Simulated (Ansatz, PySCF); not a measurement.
Spin states of HOOs (SMILES [OH][Os]), each relaxed with B3LYP-D3(BJ)/def2-TZVP.
State 1 (charge 0, multiplicity 4):
```
atom    x (Å)    y (Å)    z (Å)
----  -------  -------  -------
Os    -0.9344  -0.6505  -0.8121
O      0.4451  -0.1311   0.3002
H      0.4562   0.8290   0.4415
```
State 2 (charge 0, multiplicity 6):
```xyz
3

Os    -1.019    -0.766    -0.892
O      0.402    -0.048     0.279
H      0.584     0.862     0.542
```

```json
[
 {"level": "SVWN5/def2-TZVPP", "energy of the multiplicity-6 state less that of the multiplicity-4 state (kcal/mol)": "19.68", "cost": "×0.5"},
 {"level": "PBE/def2-TZVPP", "energy of the multiplicity-6 state less that of the multiplicity-4 state (kcal/mol)": "16.44", "cost": "×1"},
 {"level": "PBE-D3(BJ)/def2-TZVPP", "energy of the multiplicity-6 state less that of the multiplicity-4 state (kcal/mol)": "16.43", "cost": "×1"},
 {"level": "PBE-D4/def2-TZVPP", "energy of the multiplicity-6 state less that of the multiplicity-4 state (kcal/mol)": "16.45", "cost": "×1"},
 {"level": "r2SCAN-D3(BJ)/def2-TZVPP", "energy of the multiplicity-6 state less that of the multiplicity-4 state (kcal/mol)": "9.17", "cost": "×2"},
 {"level": "B97M-V/def2-TZVPP", "energy of the multiplicity-6 state less that of the multiplicity-4 state (kcal/mol)": "12.73", "cost": "×6"},
 {"level": "PBE0/def2-TZVPP", "energy of the multiplicity-6 state less that of the multiplicity-4 state (kcal/mol)": "11.10", "cost": "×0.9"},
 {"level": "PBE0-D3(BJ)/def2-TZVPP", "energy of the multiplicity-6 state less that of the multiplicity-4 state (kcal/mol)": "11.08", "cost": "×0.9"},
 {"level": "BHLYP/def2-TZVPP", "energy of the multiplicity-6 state less that of the multiplicity-4 state (kcal/mol)": "10.40", "cost": "×2"},
 {"level": "BHLYP-D3(BJ)/def2-TZVPP", "energy of the multiplicity-6 state less that of the multiplicity-4 state (kcal/mol)": "10.39", "cost": "×2"},
 {"level": "CAM-B3LYP-D4/def2-TZVPP", "energy of the multiplicity-6 state less that of the multiplicity-4 state (kcal/mol)": "14.28", "cost": "×2"},
 {"level": "B2PLYP/def2-TZVPP", "energy of the multiplicity-6 state less that of the multiplicity-4 state (kcal/mol)": "15.65", "cost": "×3"},
 {"level": "CCSD/def2-TZVPP", "energy of the multiplicity-6 state less that of the multiplicity-4 state (kcal/mol)": "5.52", "cost": "-"},
 {"level": "CCSD(T)/CBS(def2-SVP, def2-TZVPP)", "energy of the multiplicity-6 state less that of the multiplicity-4 state (kcal/mol)": "14.38", "cost": "×20"}
]
```

The rows run from 5.52 (CCSD/def2-TZVPP) to 19.68 kcal/mol (SVWN5/def2-TZVPP). The dispersion term adds -0.01 in PBE-D3(BJ), 0.01 in PBE-D4, -0.01 in PBE0-D3(BJ). The 6 functionals in def2-TZVPP without D3 or D4 span 9.28, from BHLYP to SVWN5.

Singlets are restricted, other states unrestricted; no spin–orbit coupling, no relativity up to Kr; see below for the cores. The largest T1 diagnostic is 0.111.

Correlated levels freeze the inner cores; with def2 sets outer-core shells near the valence are correlated too. CBS(a, b) extrapolates the correlation energy as X⁻³ and adds the Hartree–Fock energy of set b.

Doubts at one or more of the structures used: a spin-contaminated determinant (CCSD/def2-TZVPP, CCSD(T)/CBS(def2-SVP, def2-TZVPP)); T1 above 0.05 (CCSD/def2-TZVPP, CCSD(T)/CBS(def2-SVP, def2-TZVPP)).

The values were computed with Ansatz (a program for electronic structure); PySCF for the dispersion terms.  In def2 rows elements past Kr take small-core potentials, without spin–orbit coupling.

Costs are rough ratios of core time to PBE/def2-TZVPP (about 17 s over the structures, on one shared machine); a dash marks a level with no comparable run of its own.
